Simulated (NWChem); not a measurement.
C₂H₅FSi; SMILES C=C[SiH2]F

```xyz
9

Si    -0.5697    -0.7156     0.0006
F      0.9838    -1.2547    -0.0009
C     -0.5162     1.1491    -0.0013
C      0.6479     1.8293     0.0008
H     -1.2505    -1.2530     1.2284
H     -1.2542    -1.2551    -1.2242
H     -1.4674     1.7147    -0.0045
H      0.6852     2.9324    -0.0004
H      1.6177     1.3025     0.0035
```
Atoms are numbered in this order, from 1.

Results from NWChem. Pople sets run with spherical d functions. Structure relaxed at the PBE-D3(BJ)/def2-SVP level.

What does the run give for LRC-wPBEh/6-31G*? Quantities: highest occupied level (eV); orbital gap (eV); dipole (D).

The highest occupied level (eV) is -9.78. The orbital gap (eV) is 11.27. The dipole (D) is 1.67.
